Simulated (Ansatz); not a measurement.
`CSB[SiH3]` + CH₃NH₂ → `CNB[SiH3]` + CH₃SH at 400 K and 1 bar (ligand exchange at a B–S bond).

Calculated with Ansatz (gas phase, PBE0-D4/def2-TZVP geometries, no zero-point term in ΔE). CBS: MP2 limit from def2 TZ/QZ plus the TZ coupled-cluster correction, frozen cores. This one scheme is used for every species. One conformer a species, not always the lowest.

| species | CCSD(T)/CBS energy (Eh) | H − E (kJ/mol) | S (J/(mol·K)) |
| --- | --- | --- | --- |
| `CSB[SiH3]` | -753.91766 | 233.5 | 385.8 |
| CH₃NH₂ | -95.75281 | 185.4 | 256.0 |
| `CNB[SiH3]` | -411.45901 | 276.1 | 363.1 |
| CH₃SH | -438.22835 | 138.7 | 269.4 |

H − E and S are ideal-gas, rigid-rotor, harmonic terms from PBE0-D4/def2-TZVP, for one conformer and one mirror image of each species. 1 Eh = 2625.50 kJ/mol, R = 8.31446 J/(mol·K).

Task: By hand: ΔE, ΔH, ΔS and ΔG.

Result: ΔE = (-411.45901) + (-438.22835) − (-753.91766) − (-95.75281) = -0.01689 Eh = -44.3 kJ/mol. Δ(H − E) = 276.1 + 138.7 − 233.5 − 185.4 = -4.1, so ΔH = -48.4 kJ/mol. ΔS = 363.1 + 269.4 − 385.8 − 256.0 = -9.3 J/(mol·K). ΔG = -48.4 − 400 × (-9.3)/1000 = -44.7 kJ/mol.

Task: By hand: the equilibrium constant, and the temperature at which ΔG would vanish if ΔH and ΔS stayed fixed.

Result: log₁₀ K = −ΔG/(RT ln 10) = 5.8. ΔG = 0 at ΔH/ΔS = 5204 K, far beyond where these terms or the molecules hold.

The number of gas molecules stays the same, so ΔS is small and ΔH decides. A doubt of 5 kJ/mol in ΔE shifts log₁₀ K by 0.7 here. Other conformers and mirror images would add mixing entropy, several J/(mol·K) or more a flexible species. These are equilibria of isolated gas molecules and say nothing of rates. Largest T1 diagnostic: 0.015 (customary marks: 0.02 for closed shells, 0.045 for open ones).
